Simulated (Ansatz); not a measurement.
```xyz
12

Al    0.726    1.068    2.059
O    -0.156    0.754    0.647
C    -0.863   -0.379    0.195
Si   -0.029   -1.009   -1.377
S    -0.016    0.546   -2.838
H     0.775   -0.052    3.176
H     1.427    2.478    2.125
H    -0.890   -1.179    0.951
H    -1.902   -0.103   -0.018
H     1.352   -1.434   -1.018
H    -0.757   -2.155   -1.983
H     0.334    1.467   -1.921
```

Charge 0, multiplicity 1.

Q: List the B3LYP/def2-TZVPP orbital energies in eV (Ansatz). (Best estimate.)

A: Ansatz gave: Occupied: -2417.63, -1799.34, -1524.57, -520.54, -278.15, -215.67, -160.22, -160.14, -160.03, -143.84, -112.56, -99.19, -99.14, -99.13, -73.31, -73.13, -73.08, -27.38, -19.97, -18.51, -14.26, -13.58, -12.57, -11.60, -10.56, -10.47, -9.65, -9.08, -8.76, -8.26, -7.79, -6.99. Lowest empty: -1.42, -0.19, 0.26, 0.49, 0.71, 1.07, 1.68, 1.76.

B3LYP here is the variant with VWN-RPA as its local correlation; programs differ in this.
